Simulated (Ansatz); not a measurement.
Cost and result for the atomization energy of C$_{2}$H$_{4}$ClFSi, SMILES `F[Si@H]1C[C@@H]1Cl` (9 atoms, 9 bonds).

Cartesian coordinates in Å:
```
F -1.773 -0.314 -1.627
Si -0.293 -0.128 -1.070
C 0.027 0.889 0.413
C 0.113 -0.654 0.636
Cl 1.682 -1.311 1.090
H 0.683 -0.236 -2.164
H -0.751 1.391 0.981
H 0.978 1.411 0.459
H -0.665 -1.049 1.282
```

Total charge 0; spin multiplicity 1. Geometry: relaxed with PBE0-D4/def2-TZVP. Program: Ansatz. All runs use 4 threads of an Intel Xeon 6975P-C on a shared host. Times are those of one run each, without the atoms' runs, and a repeat can differ threefold. Electronic energies, without spin–orbit coupling; frozen cores. CCSD(T)/CBS adds CCSD(T) − MP2 in def2-TZVPP to the MP2 limit, and its time is that of the two runs behind it. T1 = 0.011. B3LYP takes the VWN-RPA correlation (the form of Gaussian; ORCA's B3LYP/G).

CCSD(T)/CBS is a level of theory with its own doubt, some kJ/mol a heavy atom from the limit and from the frozen cores, so smaller differences don't rank the functionals.

```json
{"level": "PBE-D4/def2-TZVPP (with forces)", "functions": "233", "wall time": "1.7 s", "atomization (kJ/mol)": "3416.3", "difference from CCSD(T)/CBS": "75.7", "per bond": "8.4"}
{"level": "PBE0-D4/def2-TZVPP", "functions": "233", "wall time": "1.8 s", "atomization (kJ/mol)": "3354.8", "difference from CCSD(T)/CBS": "14.2", "per bond": "1.6"}
{"level": "r2SCAN-D4/def2-TZVPP (with forces)", "functions": "233", "wall time": "2.6 s", "atomization (kJ/mol)": "3357.8", "difference from CCSD(T)/CBS": "17.2", "per bond": "1.9"}
{"level": "B3LYP-D4/def2-TZVPP (with forces)", "functions": "233", "wall time": "2.8 s", "atomization (kJ/mol)": "3318.7", "difference from CCSD(T)/CBS": "-21.9", "per bond": "-2.4"}
{"level": "B2PLYP/def2-TZVPP", "functions": "233", "wall time": "3.5 s", "atomization (kJ/mol)": "3293.8", "difference from CCSD(T)/CBS": "-46.8", "per bond": "-5.2"}
{"level": "ωB97X-V/def2-TZVPP", "functions": "233", "wall time": "4.2 s", "atomization (kJ/mol)": "3354.1", "difference from CCSD(T)/CBS": "13.5", "per bond": "1.5"}
{"level": "ωB97M-V/def2-TZVPP (with forces)", "functions": "233", "wall time": "5.5 s", "atomization (kJ/mol)": "3353.6", "difference from CCSD(T)/CBS": "13.0", "per bond": "1.4"}
{"level": "MP2/def2-QZVPP", "functions": "431", "wall time": "11 s", "atomization (kJ/mol)": "3389.5", "difference from CCSD(T)/CBS": "48.9", "per bond": "5.4"}
{"level": "CCSD(T)/def2-TZVPP", "functions": "233", "wall time": "35 s", "atomization (kJ/mol)": "3244.1", "difference from CCSD(T)/CBS": "-96.5", "per bond": "-10.7"}
{"level": "CCSD(T)/CBS(def2)", "functions": "–", "wall time": "46 s", "atomization (kJ/mol)": "3340.6", "difference from CCSD(T)/CBS": "0.0", "per bond": "0.0"}
```

From PBE to PBE0 (25 % exact exchange), in def2-TZVPP and without D4, the atomization energy moves by −58.2 kJ/mol: exact exchange takes away binding that semilocal exchange gives to molecules. The D4 term adds +33.1 kJ/mol with B3LYP and +17.1 kJ/mol with PBE0; it sums over pairs of atoms, weighted by their polarisabilities, and B3LYP, whose exchange is more repulsive, gets the larger term. In def2-TZVPP, CCSD(T) changes the Hartree–Fock value by +817.0 kJ/mol (the triples alone add +56.5 kJ/mol) and MP2 by +904.6 kJ/mol; breaking electron pairs costs correlation energy, which Hartree–Fock lacks.
